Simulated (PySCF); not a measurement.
Mo(OH)2 (H2MoO2), SMILES [OH][Mo][OH] (connectivity only; charge and spin as stated), neutral, multiplicity 3. Atoms are numbered in the order given.

```xyz
5

Mo     0.0000     0.0000    -0.0957
O      0.0000     1.8119     0.1721
H      0.0000     2.6533     0.6317
O      0.0000    -1.8119     0.1721
H      0.0000    -2.6533     0.6317
```
Charge 0, spin multiplicity 3.

Coordinates come from a B3LYP-D3(BJ)/def2-TZVP optimisation. The multiplicity is an assumed one; other spin states were not compared. The def2 effective core potentials stand for the cores of Mo; spin–orbit coupling is left out. Other conformers were not sampled.

Level of theory: PySCF with PBE/def2-TZVPD.

Mulliken values depend strongly on the basis, most of all with diffuse functions as here. ESP charges are fitted to the potential on shells at 1.4 to 2.0 van der Waals radii. Atomic charges (e):

```tsv
atom	ESP fit	Mulliken	Mulliken spin
Mo1	0.05	0.59	2.10
O2	-0.42	-0.51	-0.05
H3	0.40	0.22	0.00
O4	-0.42	-0.51	-0.05
H5	0.40	0.22	0.00
```
